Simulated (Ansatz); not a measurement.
Abridged output of a molecular run in Ansatz:

```
Functional definition: HF
1714 factors; integrals over basis functions are off by at most 1.2e-3 eV
mean field evaluation 1: about -63789.4972 eV, gradient 3.4e1 eV
mean field evaluation 2: about -63789.6311 eV, gradient 3.4e1 eV
mean field evaluation 4: about -63793.3366 eV, gradient 3.6e0 eV
mean field evaluation 8: about -63793.4064 eV, gradient 2.9e-1 eV
mean field -63793.40720061 eV, -2344.3644738980 hartree, gradient 5.9e-6 eV, S^2 0.000000; 1 other end points of the search recorded, 0 dependent functions left out
15 core orbitals not correlated: weight in the atoms' cores, before any rotation towards them, 1.000 or more for the frozen orbitals, at most 0.000 for the correlated occupied ones
reference -63793.40720061 eV, -2344.3644738980 hartree; 21, 21 occupied and 222, 222 virtual orbitals, 1714 factors
second order -23.98713563 eV of doubles, -0.00000000 eV of singles
cycle   1  -23.95374853 eV  change    3.3e-2 eV  update   1.3e-1
cycle   2  -24.73902088 eV  change   -7.9e-1 eV  update   3.8e-2
cycle   3  -24.84015107 eV  change   -1.0e-1 eV  update   1.8e-2
cycle   4  -24.83074528 eV  change    9.4e-3 eV  update   4.3e-3
cycle   5  -24.83094981 eV  change   -2.0e-4 eV  update   1.6e-3
cycle   6  -24.83098618 eV  change   -3.6e-5 eV  update   6.2e-4
cycle   7  -24.83099553 eV  change   -9.4e-6 eV  update   3.0e-4
cycle   8  -24.83113139 eV  change   -1.4e-4 eV  update   1.6e-4
cycle   9  -24.83112952 eV  change    1.9e-6 eV  update   6.7e-5
cycle  10  -24.83107941 eV  change    5.0e-5 eV  update   2.9e-5
perturbative correction -0.92905561 eV, -0.0341421640 hartree
Total energy: -63819.16733563 eV, -2345.3111413992 hartree
```

Its atoms:

Cartesian coordinates in Å:
```
C 1.652 0.036 -1.189
C 1.589 -0.303 0.101
In 0.880 -2.378 0.559
Ge -1.874 0.384 0.642
H 1.344 -0.646 -1.985
H 2.010 1.002 -1.546
H 1.923 0.452 0.817
H -1.486 -1.077 0.971
H -0.939 1.339 1.390
H -3.323 0.597 1.109
H -1.773 0.593 -0.871
```

(1) Which basis set was used?
A. def2-QZVPP
B. def2-SVPD
C. def2-TZVPPD
D. def2-TZVPP

(2) Write the keys of the input that set method, charge and spin (a neutral closed shell needs none for the last two).

Answers

(1) D. It gives 258 functions.

(2) 
```yaml
correlation: {method: ccsd_t}
```
